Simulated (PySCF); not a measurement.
A geometry optimisation, step by step.

[Rh(H2O)6]3+ (charge +3 and singlet state).
Bonds: Rh1–O2, Rh1–O5, Rh1–O8, Rh1–O11, Rh1–O14, Rh1–O17. Hydrogens: H3, H4 on O2; H6, H7 on O5; H9, H10 on O8; H12, H13 on O11; H15, H16 on O14; H18, H19 on O17.
The ion is multiply charged and has no counter-ions or solvent.

Method: PBE0-D3(BJ)/def2-SVP geometry optimisation, gas phase, def2 core potentials past Kr (PySCF); density fitting, grid level 1; the optimiser is geomeTRIC in internal coordinates, started from a GFN2-xTB structure with every atom displaced at random (about 0.03 Å). 8 of its 20 geometries are shown. The frame can shift and turn from step to step; on so coarse a grid that alone can change the energy by a few meV, and forces under 0.02 eV/Å are noise.

Step 0: E = -15432.6404 eV, largest atomic force 5.025 eV/Å
```
atom  x, y, z in Å  |  force x, y, z in eV/Å
Rh1     0.043   -0.083    0.022   -1.990   3.221  -0.748
O2     -0.072    0.088    2.033    2.474  -1.525   1.017
H3     -0.261    0.979    2.393    0.116   0.063   0.158
H4      0.743   -0.318    2.552   -2.304   1.167  -0.853
O5     -0.152   -0.197   -2.061   -0.309   1.947   2.078
H6      0.017   -1.031   -2.436    0.427  -2.329  -1.366
H7      0.146    0.504   -2.661    0.058   0.134  -0.337
O8      2.081   -0.012    0.048   -2.647   0.940   4.167
H9      2.497    0.647    0.661    0.204  -0.550  -0.788
H10     2.550   -0.161   -0.716    2.587  -0.455  -3.353
O11    -2.077    0.049    0.024    1.099  -0.151  -3.372
H12    -2.533   -0.254    0.789   -1.261  -0.656   1.445
H13    -2.588   -0.217   -0.836    0.944   0.545   1.994
O14    -0.177    2.043    0.052    4.286  -0.886  -0.882
H15    -1.045    2.358   -0.025   -2.749   1.087  -0.324
H16     0.436    2.641   -0.501   -1.227  -0.832   1.095
O17     0.078   -2.015    0.010   -0.334  -2.607   1.069
H18    -0.660   -2.545    0.463    0.922   0.740  -0.740
H19     0.910   -2.484    0.274   -0.298   0.147  -0.260
```

Step 3: E = -15433.5493 eV, largest atomic force 0.223 eV/Å
```
atom  x, y, z in Å  |  force x, y, z in eV/Å
Rh1    -0.005    0.001    0.011   -0.003  -0.062   0.018
O2     -0.094    0.108    2.048    0.142   0.167  -0.025
H3     -0.279    0.984    2.447   -0.018  -0.024   0.009
H4      0.574   -0.317    2.624   -0.087  -0.104   0.003
O5     -0.151   -0.184   -2.016    0.168  -0.079  -0.064
H6     -0.025   -1.064   -2.429   -0.054   0.054   0.043
H7      0.132    0.491   -2.664   -0.066   0.015   0.002
O8      2.044    0.011    0.030   -0.016  -0.004  -0.087
H9      2.571    0.595    0.610    0.023  -0.022   0.002
H10     2.587   -0.189   -0.760   -0.029   0.036   0.084
O11    -2.037    0.045    0.010   -0.038  -0.157   0.088
H12    -2.561   -0.250    0.784    0.026   0.059  -0.037
H13    -2.529   -0.205   -0.800    0.003   0.050  -0.012
O14    -0.147    2.034    0.017   -0.177   0.042  -0.128
H15    -1.049    2.409   -0.070    0.080  -0.001   0.019
H16     0.461    2.637   -0.456    0.050   0.000   0.070
O17     0.106   -2.042    0.027    0.024   0.055   0.095
H18    -0.610   -2.586    0.410   -0.044  -0.036  -0.046
H19     0.947   -2.485    0.261    0.018   0.011  -0.032
```

Step 5: E = -15433.5775 eV, largest atomic force 0.151 eV/Å
```
atom  x, y, z in Å  |  force x, y, z in eV/Å
Rh1    -0.009    0.009    0.010   -0.026  -0.078   0.065
O2     -0.098    0.137    2.041    0.073   0.056   0.052
H3     -0.286    1.001    2.461    0.020   0.016   0.002
H4      0.486   -0.362    2.648   -0.097  -0.010  -0.072
O5     -0.105   -0.203   -2.014    0.048   0.040  -0.020
H6     -0.026   -1.088   -2.419    0.002  -0.048  -0.012
H7      0.141    0.466   -2.682   -0.042   0.026   0.021
O8      2.034    0.036    0.044    0.141   0.048  -0.014
H9      2.573    0.598    0.635   -0.093   0.009   0.100
H10     2.593   -0.158   -0.731   -0.040  -0.038  -0.118
O11    -2.040   -0.002    0.014   -0.006  -0.048  -0.143
H12    -2.573   -0.269    0.789    0.008   0.007   0.054
H13    -2.542   -0.220   -0.798    0.029   0.041   0.059
O14    -0.173    2.042   -0.027    0.029   0.021  -0.069
H15    -1.059    2.443   -0.133   -0.045  -0.003  -0.005
H16     0.478    2.653   -0.428   -0.010  -0.055   0.068
O17     0.138   -2.026    0.043   -0.018   0.042   0.038
H18    -0.584   -2.609    0.355    0.033   0.017  -0.016
H19     0.987   -2.452    0.277   -0.006  -0.042   0.010
```

Step 8: E = -15433.5989 eV, largest atomic force 0.044 eV/Å
```
atom  x, y, z in Å  |  force x, y, z in eV/Å
Rh1    -0.003    0.001    0.008    0.002   0.018  -0.006
O2     -0.117    0.214    2.025   -0.044   0.000  -0.001
H3     -0.282    1.081    2.445    0.037   0.010  -0.007
H4      0.278   -0.390    2.682   -0.003  -0.014   0.013
O5     -0.006   -0.238   -2.010   -0.022  -0.030   0.015
H6      0.020   -1.122   -2.426    0.038   0.002  -0.016
H7      0.165    0.447   -2.684   -0.025   0.013   0.004
O8      2.033    0.095    0.058   -0.017  -0.008  -0.020
H9      2.542    0.626    0.702    0.012  -0.032   0.014
H10     2.593   -0.058   -0.727    0.003   0.037   0.004
O11    -2.028   -0.095   -0.008    0.005   0.022  -0.008
H12    -2.562   -0.312    0.782   -0.005   0.015   0.000
H13    -2.556   -0.256   -0.814   -0.007  -0.032  -0.006
O14    -0.224    2.020   -0.110    0.019  -0.003   0.029
H15    -1.098    2.427   -0.274   -0.005  -0.006  -0.012
H16     0.473    2.656   -0.359    0.002   0.017  -0.013
O17     0.198   -2.021    0.112    0.021  -0.022  -0.014
H18    -0.531   -2.638    0.314   -0.009   0.011   0.021
H19     1.042   -2.443    0.369   -0.002   0.004   0.002
```

Step 11: E = -15433.6083 eV, largest atomic force 0.074 eV/Å
```
atom  x, y, z in Å  |  force x, y, z in eV/Å
Rh1     0.001   -0.006    0.007    0.032   0.003   0.016
O2     -0.144    0.255    2.016   -0.013  -0.013  -0.021
H3     -0.234    1.144    2.411    0.012  -0.005   0.010
H4      0.163   -0.373    2.699   -0.003   0.009   0.006
O5      0.024   -0.267   -2.008    0.006   0.009  -0.025
H6      0.107   -1.139   -2.444    0.021   0.017   0.045
H7      0.121    0.441   -2.672   -0.014  -0.022  -0.019
O8      2.034    0.095    0.064   -0.023  -0.024  -0.019
H9      2.548    0.546    0.761    0.013  -0.013   0.000
H10     2.589    0.015   -0.736    0.016   0.027   0.025
O11    -2.025   -0.113   -0.049   -0.013   0.025   0.040
H12    -2.576   -0.283    0.741    0.000   0.024  -0.011
H13    -2.542   -0.304   -0.856    0.021  -0.041   0.003
O14    -0.227    2.012   -0.137   -0.050   0.002   0.002
H15    -1.100    2.403   -0.338    0.033   0.012   0.007
H16     0.470    2.662   -0.353    0.002  -0.018  -0.020
O17     0.210   -2.023    0.163   -0.066   0.021  -0.027
H18    -0.529   -2.625    0.376    0.015  -0.030   0.000
H19     1.048   -2.446    0.438    0.012   0.018  -0.013
```

Step 14: E = -15433.6162 eV, largest atomic force 0.048 eV/Å
```
atom  x, y, z in Å  |  force x, y, z in eV/Å
Rh1    -0.004   -0.002    0.007   -0.025  -0.010   0.014
O2     -0.168    0.289    2.013    0.046   0.011   0.011
H3     -0.163    1.193    2.387   -0.018   0.001   0.002
H4      0.109   -0.340    2.707   -0.014  -0.009  -0.012
O5      0.009   -0.306   -2.002    0.007   0.024  -0.005
H6      0.195   -1.178   -2.402   -0.010  -0.014   0.009
H7      0.043    0.384   -2.692    0.004  -0.003  -0.007
O8      2.033    0.062    0.071    0.017  -0.006   0.010
H9      2.551    0.425    0.816   -0.009   0.003   0.006
H10     2.599    0.065   -0.724   -0.006   0.003  -0.018
O11    -2.030   -0.066   -0.057   -0.004   0.023  -0.041
H12    -2.592   -0.171    0.736    0.010   0.005   0.015
H13    -2.525   -0.359   -0.848   -0.007  -0.016   0.015
O14    -0.197    2.018   -0.151    0.010   0.005  -0.004
H15    -1.063    2.421   -0.360   -0.010   0.003   0.003
H16     0.509    2.638   -0.418    0.003  -0.011  -0.002
O17     0.171   -2.023    0.162    0.005   0.003   0.025
H18    -0.558   -2.617    0.426    0.001  -0.004  -0.011
H19     1.018   -2.440    0.416    0.001  -0.006  -0.009
```

Step 16: E = -15433.6174 eV, largest atomic force 0.030 eV/Å
```
atom  x, y, z in Å  |  force x, y, z in eV/Å
Rh1    -0.007    0.001    0.007   -0.018  -0.014  -0.019
O2     -0.155    0.299    2.012    0.027   0.009  -0.001
H3     -0.148    1.199    2.394   -0.011  -0.001   0.000
H4      0.097   -0.342    2.705   -0.006  -0.006   0.003
O5      0.006   -0.315   -2.000    0.013  -0.007   0.006
H6      0.177   -1.197   -2.384   -0.011   0.000  -0.012
H7      0.036    0.361   -2.703   -0.001   0.005   0.007
O8      2.032    0.058    0.066   -0.004  -0.009  -0.001
H9      2.548    0.420    0.812    0.005   0.000  -0.004
H10     2.595    0.063   -0.732   -0.004   0.007   0.002
O11    -2.033   -0.054   -0.047    0.003   0.022  -0.007
H12    -2.584   -0.140    0.756   -0.001   0.001  -0.001
H13    -2.539   -0.360   -0.825   -0.006  -0.014   0.004
O14    -0.188    2.019   -0.167    0.013   0.002   0.016
H15    -1.050    2.432   -0.373   -0.002  -0.006  -0.002
H16     0.527    2.629   -0.434   -0.003   0.010  -0.007
O17     0.166   -2.020    0.167    0.016  -0.005   0.021
H18    -0.560   -2.623    0.421   -0.007   0.008  -0.002
H19     1.016   -2.439    0.409   -0.003  -0.001  -0.002
```

Step 19: E = -15433.6182 eV, largest atomic force 0.022 eV/Å
```
atom  x, y, z in Å  |  force x, y, z in eV/Å
Rh1    -0.005    0.001    0.005    0.004   0.002  -0.006
O2     -0.111    0.322    2.009    0.001  -0.008  -0.002
H3     -0.095    1.221    2.393   -0.001   0.003  -0.005
H4      0.100   -0.330    2.704    0.003   0.006   0.004
O5     -0.012   -0.335   -1.997    0.019  -0.007   0.000
H6      0.124   -1.223   -2.382   -0.005   0.005  -0.002
H7      0.007    0.336   -2.705   -0.009   0.000   0.002
O8      2.032    0.028    0.035   -0.007  -0.007  -0.003
H9      2.564    0.384    0.774    0.002   0.001  -0.002
H10     2.580    0.037   -0.774    0.005   0.001   0.004
O11    -2.035   -0.016   -0.026   -0.002   0.002   0.021
H12    -2.571   -0.061    0.790   -0.006  -0.004  -0.004
H13    -2.559   -0.363   -0.775    0.008   0.001  -0.004
O14    -0.162    2.019   -0.192   -0.005   0.002   0.006
H15    -1.023    2.435   -0.394    0.005  -0.001  -0.004
H16     0.554    2.619   -0.477   -0.001   0.000  -0.003
O17     0.144   -2.019    0.205   -0.015   0.007  -0.004
H18    -0.589   -2.611    0.464    0.002  -0.004   0.003
H19     0.992   -2.451    0.427    0.002   0.003   0.001
```

**Question.** Summarise the path.

**Answer.** The energy falls by 22.55 kcal/mol from step 0 to step 19; nine tenths of that is first reached at step 2. It falls at every step. The largest force goes from 5.025 to 0.022 eV/Å. Among the bonds Rh1–O14 changes most (a near tie, within 0.001 Å, with another), from 2.137 to 2.034 Å; the atoms move by 0.220 Å rms after alignment.

The cost below is that of the whole optimisation. Hardware: an Arm Neoverse V1 with one thread, shared host with 32 logical CPUs at a one-minute load of 14. Cost: 8.8 min wall, 0.75 GiB resident at most.
